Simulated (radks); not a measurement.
Question: Ag4+, configuration [Kr] 4d7 (the NIST ground configuration). Calculated with a radial shooting solver on a logarithmic mesh with Libxc functionals: Dirac Kohn-Sham, BLYP, spin-unpolarised, spherical densities, point nucleus; open shells fill j = l - 1/2 first.

Spin-orbit splittings of the eigenvalues, e(l+1/2) - e(l-1/2), with zeta = 2 splitting/(2l+1) and mean radii in bohr:

shell  occ.  splitting (eV)  zeta (eV)  <r> j=l-1/2  <r> j=l+1/2
2p        6           175.4      116.9       0.1141       0.1192
3p        6           30.97      20.65       0.3600       0.3709
3d       10           6.241      2.496       0.3436       0.3471
4p        6               ?          ?       0.9575       0.9855
4d        7          0.7235     0.2894        1.196        1.208

Estimate the 4p splitting.

Answer: 5.356 eV (zeta = 3.570 eV).
